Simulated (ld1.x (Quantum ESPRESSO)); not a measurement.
**cadmium: one change to a TM potential, before and after**

Cd (Z = 48), norm-conserving Troullier–Martins (Kleinman–Bylander form), made with ld1.x (Quantum ESPRESSO) 7.5 (PBE, scalar-relativistic). Core [Ar] 3d10 4s2, reference 4p6 4d10 5s1.75 5p0.25. Waves: 5s (bound): rc 1.65 bohr; 4p (bound): rc 1.45 bohr; 4d (bound): rc 1.35 bohr. Local part: all-electron potential smoothed inside 1.20 bohr (lloc = -1). Core correction: none.

Occupied shells without a wave of their own: 5p. They enter only through the test configuration that unscreens the potential.

Change: wave 4p (bound): rc 1.45 bohr becomes 4p (bound): rc 1.16 bohr.

Cutoffs: the cutoffs (Ry, on a coarse ladder) from which the occupation-weighted sum of valence levels, in a spherical-Bessel basis at the reference potential, stays within 10 and 1 mRy of its value at 400 Ry; they do not see the model core or the augmentation charge, which bear on the density cutoff. Errors are all-electron minus pseudo energies relative to the spin-unpolarised reference configuration.

What does the change do?

The potential gets harder (80 Ry and 140 Ry → 120 Ry and 180 Ry); both files keep a bound ghost (s); of the 7 tests that both files solve, the error grows in 0 and shrinks in 7 by more than 15 % and 0.3 meV (median size 44.3 → 20.8 meV). A smaller radius makes the pseudo-wave follow the all-electron one further in, where it bends more sharply, so more plane waves are needed. Less of the atom is replaced, so other configurations are described better.

```csv
quantity,base,changed
"cutoff, loose",80 Ry,120 Ry
"cutoff, tight",140 Ry,180 Ry
loose cutoff by channel (10 mRy a level),"s 25 Ry, p 35 Ry, d 70 Ry","s 25 Ry, p 80 Ry, d 70 Ry"
bound ghosts,s,s
"error for 4p6 4d10 5s2 5p0, meV [ΔE -1.13 eV]",-9.8,-4.1
"error for 4p6 4d10 5s1 5p0, meV [ΔE 8.14 eV]",-24,-11
"error for 4p6 4d10 5s0 5p0, meV [ΔE 25.27 eV]",-44,-23
"error for 4p5 4d10 5s2 5p0, meV [ΔE 73.07 eV]",-93,-51
"error for 4p6 4d8 5s0 5p0, meV [ΔE 117.34 eV]",-41,+3.1
"error for 4p6 4d10 5s0 5p2, meV [ΔE 8.54 eV]",+102,+40
"error for 4p6 4d10 5s0 5p1, meV [ΔE 13.92 eV]",+60,+21
s: phases at 1.79 bohr within 0.05 rad from the reference energy up to (Ry; the scan ends near 5),0.5,0.5
p: phases at 1.79 bohr within 0.05 rad from the reference energy up to (Ry; the scan ends near 5),1.3,2.0
d: phases at 1.79 bohr within 0.05 rad from the reference energy up to (Ry; the scan ends near 5),to the end of the scan,to the end of the scan
```

 A true bound ghost makes a file unfit for plane-wave use even where its test errors are small: the radial tests pick states by their node count and pass the ghost by.
